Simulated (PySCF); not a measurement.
C4H8BFO2.
Z-matrix (Å and degrees, PBE0-D3(BJ)/def2-SVP geometry), rows numbered from 1:
```
O 
B   1  1.3669
O   2  1.3570  1  118.45
C   2  1.5747  1  121.43  3  -177.33
C   4  1.5457  2  123.45  1   167.65
C   5  1.5426  4   88.86  2  -141.24
C   6  1.5247  5   87.32  4    20.36
F   7  1.3716  4  116.53  2   -91.61
H   1  0.9626  2  112.58  3   177.44
H   3  0.9641  2  111.45  1     0.63
H   4  1.1050  2  110.75  1   -59.97
H   5  1.0985  4  117.35  2    98.08
H   5  1.1001  4  111.41  2   -27.43
H   6  1.1008  5  111.10  4   -89.09
H   6  1.1001  5  119.59  4   142.10
H   7  1.1048  4  112.34  2    32.93
```

Computed at PBE0/pcSseg-1 (PySCF, non-relativistic), with Q(17O) = −0.0256 b, Q(11B) = 0.04059 b: O1, 17O (I = 5/2): χzz = -8.220 MHz, η = 0.252; B2, 11B (I = 3/2): χzz = 3.459 MHz, η = 0.371; O3, 17O (I = 5/2): χzz = -8.181 MHz, η = 0.168.

(1) Where would the pure quadrupole (NQR) lines of 17O at O1 fall for the rigid, isolated species?

(2) Find the zero-field quadrupole resonance frequencies of 11B at B2.

(3) Where would the pure quadrupole (NQR) lines of 17O at O3 fall for the rigid, isolated species?

Results:

(1) From the eigenvalues of H = χ/[4I(2I − 1)] × [3Iz² − I(I + 1) + η(Ix² − Iy²)], steps between neighbouring levels, labelled as for η = 0: ±1/2↔±3/2 1.316 MHz, ±3/2↔±5/2 2.436 MHz (boron-bound oxygen).

(2) From ν = (|χ|/2)√(1 + η²/3): ν = 1.769 MHz (three-coordinate boron).

(3) From the eigenvalues of H = χ/[4I(2I − 1)] × [3Iz² − I(I + 1) + η(Ix² − Iy²)], steps between neighbouring levels, labelled as for η = 0: ±1/2↔±3/2 1.264 MHz, ±3/2↔±5/2 2.441 MHz (boron-bound oxygen).

In a crystal, neighbours and librations shift these lines. A larger basis could move these couplings by a tenth or more.

One conformer stands for the species.
